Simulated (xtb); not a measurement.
CF2, singlet, at a GFN2-xTB geometry; GFN2-xTB run with xtb 6.7.1.

The xtb input:
```
$ xtb mol.xyz --gfn 2 --ohess --json

# file mol.xyz
3

F     -1.02933801    -0.22870680     0.03405471
C     -0.01684584     0.58931167     0.03468448
F      1.04056857    -0.16416765    -0.05717770
```

**Question.** Predict the main parts of the log of this xtb run.

**Answer.** 
```
   ID    Z sym.   atoms
    1    9 F      1, 3
    2    6 C      2

           -------------------------------------------------
          |                Calculation Setup                |
           -------------------------------------------------

           -------------------------------------------------
          |                 G F N 2 - x T B                 |
           -------------------------------------------------

          ...................................................
          :                      SETUP                      :
          :.................................................:
          :  # basis functions                  12          :
          :  # atomic orbitals                  12          :
          :  # shells                            6          :
          :  # electrons                        18          :
          :  max. iterations                   250          :
          :  Hamiltonian                  GFN2-xTB          :
          :  restarted?                      false          :
          :  GBSA solvation                  false          :
          :  PC potential                    false          :
          :  electronic temp.          300.0000000     K    :
          :  accuracy                    1.0000000          :
          :  -> integral cutoff          0.2500000E+02      :
          :  -> integral neglect         0.1000000E-07      :
          :  -> SCF convergence          0.1000000E-05 Eh   :
          :  -> wf. convergence          0.1000000E-03 e    :
          :  Broyden damping             0.4000000          :
          :  net charge                          0          :
          :  unpaired electrons                  0          :
          ...................................................

 iter      E             dE          RMSdq      gap      omega  full diag
   1    -11.5122087 -0.115122E+02  0.855E+00    2.68       0.0  T
   2    -11.5147888 -0.258010E-02  0.476E+00    2.56       1.0  T
   3    -11.5147997 -0.108983E-04  0.881E-01    2.58       1.0  T
   4    -11.5150872 -0.287582E-03  0.169E-01    2.57       1.0  T
   5    -11.5149810  0.106201E-03  0.215E-01    2.60       1.0  T
   6    -11.5151039 -0.122897E-03  0.189E-02    2.59       3.0  T
   7    -11.5151049 -0.100180E-05  0.311E-03    2.59      18.6  T
   8    -11.5151049 -0.744239E-08  0.104E-04    2.59     556.9  T
   9    -11.5151049 -0.707878E-11  0.181E-05    2.59    3190.7  T

[...]
         :: total energy             -11.485529533996 Eh    ::
 * total energy  :   -11.4855295 Eh     change       -0.2415845E-12 Eh
   *** GEOMETRY OPTIMIZATION CONVERGED AFTER 1 ITERATIONS ***
         :: total energy             -11.485529533996 Eh    ::
[...]
          :  rotational number                       2      :
          :  scaling factor                  1.0000000      :
          :  rotor cutoff                   50.0000000 cm⁻¹ :
          :  imag. cutoff                  -20.0000000 cm⁻¹ :
          :.................................................:

    mode    ω/cm⁻¹     T·S(HO)/kcal·mol⁻¹    T·S(FR)/kcal·mol⁻¹   T·S(vib)
   ------------------------------------------------------------------------
   ------------------------------------------------------------------------

   temp. (K)  partition function   enthalpy   heat capacity  entropy
                                   cal/mol     cal/K/mol   cal/K/mol   J/K/mol
 298.15  VIB   1.07                  125.543      1.462      0.553
         ROT  0.396E+04              888.752      2.981     19.442
         INT  0.423E+04             1014.295      4.443     19.995
         TR   0.342E+27             1481.254      4.968     37.635
         TOT                        2495.5489     9.4107    57.6306   241.1264

       T/K    H(0)-H(T)+PV         H(T)/Eh          T*S/Eh         G(T)/Eh
   ------------------------------------------------------------------------
    298.15    0.397691E-02    0.108446E-01    0.273822E-01   -0.165376E-01
   ------------------------------------------------------------------------

         :::::::::::::::::::::::::::::::::::::::::::::::::::::
         ::                  THERMODYNAMIC                  ::
         :::::::::::::::::::::::::::::::::::::::::::::::::::::
         :: total free energy         -11.502067124102 Eh   ::
         ::.................................................::
         :: total energy              -11.485529533996 Eh   ::
         :: zero point energy           0.006867657183 Eh   ::
         :: G(RRHO) w/o ZPVE           -0.023405247289 Eh   ::
         :: G(RRHO) contrib.           -0.016537590106 Eh   ::
         :::::::::::::::::::::::::::::::::::::::::::::::::::::

optimized geometry written to: xtbopt.xyz

           -------------------------------------------------
          | TOTAL ENERGY              -11.485529533996 Eh   |
          | TOTAL ENTHALPY            -11.474684966525 Eh   |
          | TOTAL FREE ENERGY         -11.502067124102 Eh   |
          | GRADIENT NORM               0.000003388717 Eh/α |
          | HOMO-LUMO GAP               2.586321097399 eV   |
           -------------------------------------------------

normal termination of xtb
```
